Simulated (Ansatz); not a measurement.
One geometry of Ga(NH3)2H3 (GaN2H9), several levels of theory.

```yaml
crystal:
  periodic: [false, false, false]
  atoms:
    - {symbol: Ga, position_ang: [-0.000090, 0.000027, -0.000016]}
    - {symbol: N, position_ang: [-0.002813, -0.016892, 2.354897]}
    - {symbol: H, position_ang: [-0.958967, 0.006201, 2.731222]}
    - {symbol: H, position_ang: [0.496969, 0.795071, 2.738728]}
    - {symbol: H, position_ang: [0.452213, -0.860211, 2.726581]}
    - {symbol: N, position_ang: [0.002865, 0.016888, -2.354871]}
    - {symbol: H, position_ang: [-0.952527, 0.036356, -2.733328]}
    - {symbol: H, position_ang: [0.466833, -0.816577, -2.737561]}
    - {symbol: H, position_ang: [0.495824, 0.839058, -2.725554]}
    - {symbol: H, position_ang: [1.600037, -0.018277, 0.001854]}
    - {symbol: H, position_ang: [-0.784341, 1.394889, 0.009044]}
    - {symbol: H, position_ang: [-0.816013, -1.376532, -0.010995]}
basis:
  gaussian: {orbitals: def2-TZVP, initial_orbitals: start.molden}
hamiltonian: {xc: {name: BLYP}, dispersion: d4}
scf: {omitted_lower_state_checks: [starts]}
output: {orbitals: {seedname: orbitals}}
```

The file start.molden holds the orbitals of an earlier run on this structure, at another level or in another basis.

```sh
$ ansatz run in.yaml --threads 2 --pin off --events-out ev --progress --plain --max-ram 4352MiB
```

Output, abridged:

```
Functional definition: BLYP
1074 factors; their error is unknown
mean field evaluation 1: about -55506.5521 eV, gradient 1.4e1 eV
mean field evaluation 2: about -55506.7724 eV, gradient 2.0e-1 eV
mean field evaluation 4: about -55506.7400 eV, gradient 4.3e-4 eV
mean field -55506.74000151 eV, -2039.8350712357 hartree, gradient 1.2e-5 eV, S^2 0.000000; 0 other end points of the search recorded, 0 dependent functions left out
reference -55506.74039127 eV, -2039.8350855592 hartree; 27, 27 occupied and 137, 137 virtual orbitals, 1074 factors
Total energy: -55507.12837069 eV, -2039.8493435400 hartree
Checks for a lower state left out: starts
```

Run time 2.1 s (2 threads of Arm Neoverse V1 on a shared host).

First input, but with `gaussian: {orbitals: def2-TZVPD, initial_orbitals: start.molden}`, `hamiltonian: {xc: pbe, dispersion: d4}` (abridged; 3.1 s):

```
Functional definition: PBE
mean field -55494.38781937 eV, -2039.3811369148 hartree, gradient 2.1e-5 eV, S^2 0.000000
Total energy: -55494.56468164 eV, -2039.3876364831 hartree
Checks for a lower state left out: starts
```

First input, but with `hamiltonian: {xc: {name: B2PLYP}}` and without the key `output` (abridged; 4.4 s):

```
Functional definition: B2PLYP
mean field -55487.33727008 eV, -2039.1220340073 hartree, gradient 3.3e-6 eV, S^2 0.000000
11 core orbitals not correlated: weight in the atoms' cores, before any rotation towards them, 1.000 or more for the frozen orbitals, at most 0.000 for the correlated occupied ones
second order -23.21133267 eV of doubles, -0.00000000 eV of singles
Total energy: -55493.60451740 eV, -2039.3523510983 hartree
Checks for a lower state left out: starts
```

First input, but with `hamiltonian: {xc: {name: wB97M-V}}` (abridged; 10 s):

```
Functional definition: wB97M-V
mean field -55501.60938266 eV, -2039.6465244707 hartree, gradient 2.4e-5 eV, S^2 0.000000
Total energy: -55501.60943732 eV, -2039.6465264794 hartree
Checks for a lower state left out: starts
```

First input, but with `gaussian: {orbitals: def2-SVP, initial_orbitals: start.molden}`, `hamiltonian: {xc: pbe0, dispersion: d4}` (abridged; 1.9 s):

```
Functional definition: PBE0
mean field -55485.50189802 eV, -2039.0545853284 hartree, gradient 3.9e-5 eV, S^2 0.000000
Total energy: -55485.65061322 eV, -2039.0600505109 hartree
Checks for a lower state left out: starts
```

First input, but with `gaussian: {orbitals: def2-TZVPP, initial_orbitals: start.molden}`, `correlation: {method: ccsd_t}` and without the key `hamiltonian` (abridged; 9.1 min):

```
Functional definition: HF
mean field -55441.54574192 eV, -2037.4392263861 hartree, gradient 8.0e-7 eV, S^2 0.000000
11 core orbitals not correlated: weight in the atoms' cores, before any rotation towards them, 1.000 or more for the frozen orbitals, at most 0.000 for the correlated occupied ones
second order -19.85877145 eV of doubles, -0.00000000 eV of singles
cycle   1  -20.12076665 eV  change   -2.6e-1 eV  update   1.0e-1
cycle   2  -20.72085269 eV  change   -6.0e-1 eV  update   3.0e-2
cycle   3  -20.82087035 eV  change   -1.0e-1 eV  update   1.4e-2
cycle   4  -20.81526723 eV  change    5.6e-3 eV  update   3.1e-3
cycle   5  -20.81492627 eV  change    3.4e-4 eV  update   1.1e-3
cycle   6  -20.81482683 eV  change    9.9e-5 eV  update   2.8e-4
cycle   7  -20.81472733 eV  change    1.0e-4 eV  update   1.1e-4
cycle   8  -20.81470127 eV  change    2.6e-5 eV  update   3.5e-5
perturbative correction -0.70576164 eV, -0.0259362620 hartree
Total energy: -55463.06620483 eV, -2038.2300888110 hartree
Checks for a lower state left out: starts
```

The first input with `hamiltonian: {xc: {name: BHLYP}, dispersion: d4}` (abridged; 2.9 s):

```
Functional definition: BHLYP
mean field -55503.71016799 eV, -2039.7237269077 hartree, gradient 1.0e-5 eV, S^2 0.000000
Total energy: -55503.92802404 eV, -2039.7317329699 hartree
Checks for a lower state left out: starts
```

Geometry: PBE-D4/def2-SVP.

Correlated methods freeze 11 core orbitals; core or outer-core shells of Ga are correlated, in sets that lack core-valence functions.
